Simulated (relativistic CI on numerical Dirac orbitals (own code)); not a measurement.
**Ho²⁺: 4p photoemission**

Computed with this model: Dirac-Coulomb-Breit CI, KLI orbitals optimised for each configuration, model QED (radiative potential, 1s self-energy scaled to tabulated hydrogen-like ionisation energies), valence Slater integrals scaled by 0.9, multiplet model of photoemission in the sudden approximation; configurations [Xe] 4f11 → [Ar] 3d10 4s2 4p5 4d10 4f11 5s2 5p6; 300 K; Lorentzian 2.5 eV and Gaussian 0.7 eV FWHM. Energies are those of the free ion, without screening or charge transfer. The energies are binding energies and can lie tens of eV above those of solids. S is read from ⟨S²⟩ = S(S + 1).

free ion: ground-state S = 1.48, centroid 344.26 eV. Peaks (eV, height): 326.2 (100), 329.0 (86), 335.0 (59), 372.2 (92).

Strongest unbroadened transitions for free ion:

| Energy (eV) | Relative strength |
| --- | --- |
| 326.13 | 100.0 |
| 327.39 | 27.4 |
| 328.49 | 9.4 |
| 329.07 | 27.7 |
| 329.46 | 38.3 |
| 330.83 | 7.5 |
| 332.00 | 9.1 |
| 332.83 | 9.9 |
| 334.49 | 9.9 |
| 334.58 | 20.3 |
| 336.00 | 24.0 |
| 336.58 | 7.6 |
| 337.05 | 8.0 |
| 370.84 | 44.5 |
| 372.03 | 32.7 |
| 372.34 | 61.5 |
| 374.42 | 18.3 |
| 375.67 | 8.7 |
